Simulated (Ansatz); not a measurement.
C3H4AlF can be A, `C#[C][Al]([CH3])[F]`, or B, `C=[C]1[AlH][CH]1F`.

Program: Ansatz. Geometries: PBE0-D4/def2-TZVP. ΔE: electronic, gas phase. CCSD(T)/CBS is the MP2 limit (def2-TZVPP, def2-QZVPP) plus CCSD(T) − MP2 in def2-TZVPP, frozen cores. Functionals use def2-TZVPP. B3LYP here is the variant with VWN-RPA as its local correlation; programs differ in this.

A:

```xyz
9

C    -1.9141    1.0823    1.7399
C    -0.8896    0.7612    1.1821
Al    0.6802    0.2208    0.2573
C     0.6950   -0.8778   -1.3302
F     2.1114    0.7491    0.8851
H    -2.8135    1.3693    2.2369
H     1.1480   -0.3420   -2.1699
H     1.2938   -1.7803   -1.1755
H    -0.3112   -1.1826   -1.6257
```

B:

```xyz
9

C    -1.299    0.011    0.840
C    -0.247   -0.459    0.164
Al    0.370   -0.243   -1.606
C     1.162    0.021    0.172
F     1.488    1.132    0.919
H    -2.310   -0.294    0.592
H    -1.187    0.706    1.671
H     0.154   -0.090   -3.159
H     1.868   -0.785    0.406
```

Q: Which is lower in electronic energy at CCSD(T)/CBS, and by how much? (Best estimate.)

A: The calculation gave: A, by 421.2 kJ/mol.

Q: Give E(B) − E(A) in kJ/mol with BLYP-D4, B3LYP-D4, CCSD(T)/def2-TZVPP, MP2/def2-TZVPP, ωB97M-V, HF/def2-TZVPP, B2PLYP. (An estimate is asked.)

A: Computed: BLYP-D4 386.8, B3LYP-D4 398.3, CCSD(T)/def2-TZVPP 418.4, MP2/def2-TZVPP 434.0, ωB97M-V 404.2, HF/def2-TZVPP 451.8, B2PLYP 418.2. None reverses the order clearly.

Largest T1 diagnostic: 0.014.

In def2-TZVPP, CCSD(T) changes the Hartree–Fock value by −33.4 kJ/mol (the triples alone add −7.6 kJ/mol) and MP2 by −17.9 kJ/mol. From r2SCAN to r2SCAN0 (25 % exact exchange), in def2-TZVPP and without D4, E(B) − E(A) moves by +8.2 kJ/mol.
